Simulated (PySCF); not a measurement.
Compound: C9H9NS.
Numbering: `[CH3:1][S:2][c:3]1[cH:4][c:5]([CH3:6])[cH:7][c:8]([C:9]#[N:10])[cH:11]1` (hydrogens: H12, H13, H14 on C1; H15 on C4; H16, H17, H18 on C6; H19 on C7; H20 on C11)

The same species was optimised twice, with GFN2-xTB and with PBE0-D3(BJ)/def2-SVP (PySCF), and the same property calculations (PySCF, gas phase) were run on both structures.

```csv
coordinate,GFN2-xTB,PBE0-D3(BJ)/def2-SVP,change
C8–C9 (Å),1.415,1.433,+0.018
C1–S2 (Å),1.815,1.797,-0.018
C9≡N10 (Å),1.146,1.159,+0.013
C3–C4 (Å),1.389,1.400,+0.011
C4–C5 (Å),1.390,1.400,+0.010
C3–C11 (Å),1.390,1.400,+0.010
C5–C7 (Å),1.387,1.395,+0.008
C7–C8 (Å),1.395,1.402,+0.007
C8–C11 (Å),1.390,1.397,+0.007
S2–C3 (Å),1.765,1.760,-0.005
C5–C6 (Å),1.498,1.501,+0.003
C1–S2–C3 (°),104.2,103.4,-0.8
C3–C4–C5 (°),120.8,121.5,+0.7
C4–C3–C11 (°),119.8,119.2,-0.6
C4–C5–C7 (°),119.4,118.9,-0.5
S2–C3–C4 (°),124.2,124.6,+0.4
C6–C5–C7 (°),120.0,120.4,+0.4
C8–C9–N10 (°),179.5,179.8,+0.3
C9–C8–C11 (°),119.7,119.5,-0.2
C1–S2–C3–C4 (°),0,3,+3
```

Rotational constants: A = 1386, B = 659.3, C = 449.3 MHz (GFN2-xTB) against A = 1364, B = 656.2, C = 445.7 MHz (PBE0-D3(BJ)/def2-SVP). Atoms that the bonding makes alike are paired by their places after alignment.

On the GFN2-xTB structure: HOMO (eV) -6.55 [PBE0/pcSseg-1]; LUMO (eV) -1.48 [PBE0/pcSseg-1]; dipole (D) 6.26 [PBE0/pcSseg-1]; GIAO shielding of C1 (ppm) 168.5 [PBE0/pcSseg-1]; GIAO shielding of S2 (ppm) 482.8 [PBE0/pcSseg-1]; GIAO shielding of C3 (ppm) 36.6 [PBE0/pcSseg-1]; GIAO shielding of C4 (ppm) 57.8 [PBE0/pcSseg-1]; GIAO shielding of C5 (ppm) 41.3 [PBE0/pcSseg-1]; GIAO shielding of C6 (ppm) 162.9 [PBE0/pcSseg-1]; GIAO shielding of C7 (ppm) 52.8 [PBE0/pcSseg-1]; GIAO shielding of C8 (ppm) 69.2 [PBE0/pcSseg-1].

Question: What do these properties become on the PBE0-D3(BJ)/def2-SVP structure?

Answer: 
```
                                    property          level  on GFN2-xTB  on PBE0-D3(BJ)/def2-SVP  change
                                   HOMO (eV)  PBE0/pcSseg-1        -6.55                    -6.56   -0.01
                                   LUMO (eV)  PBE0/pcSseg-1        -1.48                    -1.52   -0.04
                                  dipole (D)  PBE0/pcSseg-1         6.26                     6.29   +0.03
energy, GFN2-xTB geometry as zero (kcal/mol)  PBE0/pcSseg-1          0.0                     -0.5    -0.5
                  GIAO shielding of C1 (ppm)  PBE0/pcSseg-1        168.5                    167.5    -1.0
                  GIAO shielding of S2 (ppm)  PBE0/pcSseg-1        482.8                    488.5    +5.7
                  GIAO shielding of C3 (ppm)  PBE0/pcSseg-1         36.6                     35.4    -1.2
                  GIAO shielding of C4 (ppm)  PBE0/pcSseg-1         57.8                     55.3    -2.5
                  GIAO shielding of C5 (ppm)  PBE0/pcSseg-1         41.3                     39.8    -1.5
                  GIAO shielding of C6 (ppm)  PBE0/pcSseg-1        162.9                    161.2    -1.7
                  GIAO shielding of C7 (ppm)  PBE0/pcSseg-1         52.8                     51.0    -1.8
                  GIAO shielding of C8 (ppm)  PBE0/pcSseg-1         69.2                     66.3    -2.9
```

The heavy atoms differ by 0.024 Å rms after alignment. Among bonds between heavy atoms C1–S2 and C8–C9 change most and about equally (-0.018 to +0.018 Å). Changes are differences of the printed values. Neither structure is proved a minimum here.

Shape of the structure used: `[CH3:1][S:2][c:3]1[cH:4][c:5]([CH3:6])[cH:7][c:8]([C:9]#[N:10])[cH:11]1`: C1–S2–C3–C4 3°.
